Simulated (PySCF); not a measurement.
Compound: C3H2FNSe.
Geometry (PBE0-D3(BJ)/def2-SVP, Å), atoms numbered from 1 in this order:
```
atom  x, y, z in Å
F1     2.359   -0.005   -0.617
C2     1.108    0.217   -0.283
C3     0.147   -0.727   -0.074
C4    -1.097   -0.118    0.275
N5    -1.193    1.182    0.354
Se6    0.412    1.928   -0.032
H7     0.321   -1.799   -0.164
H8    -2.000   -0.704    0.486
```

Level of theory: EOM-IP-CCSD/aug-cc-pVDZ in PySCF, restricted Hartree–Fock reference, 14 core orbitals frozen, non-relativistic, gas phase, PBE0-D3(BJ)/def2-SVP geometry.

Hartree–Fock orbital energies give these Koopmans values (eV): HOMO 9.67, HOMO-1 10.25, HOMO-2 11.96, HOMO-3 13.30, HOMO-4 14.90, HOMO-5 15.67, HOMO-6 17.45, HOMO-7 19.13.

Q: What vertical ionisation energies does EOM-IP-CCSD give?

A: 
```
leading hole (HF orbital)  Koopmans (eV)  EOM-IP-CCSD (eV)  change (eV)  one-hole share
                     HOMO           9.67              9.47        -0.20            0.96
                   HOMO-1          10.25              9.83        -0.42            0.95
                   HOMO-2          11.96             10.40        -1.56            0.94
                   HOMO-3          13.30             12.32        -0.98            0.95
                   HOMO-4          14.90             13.44        -1.46            0.90
                   HOMO-5          15.67             13.96        -1.71            0.94
                   HOMO-6          17.45             15.52        -1.93            0.94
                   HOMO-7          19.13             16.52        -2.61            0.93
```

Q: Does the order of the lines follow the orbital energies?

A: Yes, no two lines change places. The corrections run from -2.61 to -0.20 eV, with a mean of -1.36 eV over the 8 lines; no line lies above its Koopmans value. Koopmans values leave out both the relaxation of the orbitals and the change in correlation energy.

Q: At what kinetic energies would He II light (40.81 eV) eject these electrons?

A: 31.34 eV (HOMO), 30.98 eV (HOMO-1), 30.41 eV (HOMO-2), 28.49 eV (HOMO-3), 27.37 eV (HOMO-4), 26.85 eV (HOMO-5), 25.29 eV (HOMO-6), 24.29 eV (HOMO-7).

Q: What total energy has the lowest final state, and which wavelength reaches it?

A: E(CCSD) + ionisation energy = -2669.38608 + 0.34784 = -2669.03824 Eh, at the geometry of the initial state. The threshold wavelength is 1239.84 eV nm/9.47 eV = 130.9 nm.

One root was sought for each valence orbital with −ε under 21 eV, eight at most, so deeper holes and satellites are missing; no vibrational structure.
